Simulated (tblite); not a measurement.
Calculated harmonic vibrations of the isolated species, GFN2-xTB (tblite), most abundant isotopes, no scaling. Errors from tens to a few hundred cm⁻¹ against measured bands are possible. Modes of hydrogen on silicon can be 10 to 20 % off. One conformer each. Thermal functions are those of the rigid rotor and harmonic oscillator, without mixing of conformers.

Question: Order these by their heat capacity Cp at 500 K, highest first (J/(mol K)).
A. `CC(=O)C[P@@]1(=O)C[C@@H]1[SiH3]`
B. `c1ccc(-c2cocp2)cc1`
C. `CC[C@](C)(COC)C(=O)Cl`
D. `C=C[P@@](=O)([O-])[C@@H](C)CC`
E. `C=C[P@](=O)([O-])C(C)(C)C`

Answer: C (280.8), A (274.4), E (264.6), D (261.9), B (239.2).

```csv
SMILES,atoms,mass (u),symmetry number,modes under 300 cm⁻¹,ZPE (kJ/mol),S translation (J/(mol K)),S rotation,S vibration,S,Cp
CC[C@](C)(COC)C(=O)Cl,23,164.06,1,12,497.4,183.2,133.4,272.4,589.0,280.8
CC(=O)C[P@@]1(=O)C[C@@H]1[SiH3],20,162.03,1,10,379.4,183.1,132.4,267.2,582.7,274.4
C=C[P@](=O)([O-])C(C)(C)C,21,147.06,1,11,443.9,181.8,128.8,245.1,555.7,264.6
C=C[P@@](=O)([O-])[C@@H](C)CC,21,147.06,1,10,445.6,181.8,130.2,249.3,561.4,261.9
c1ccc(-c2cocp2)cc1,18,162.02,1,4,344.2,183.1,133.4,181.8,498.3,239.2
```

Entropies and Cp are for 500 K and 1 bar.
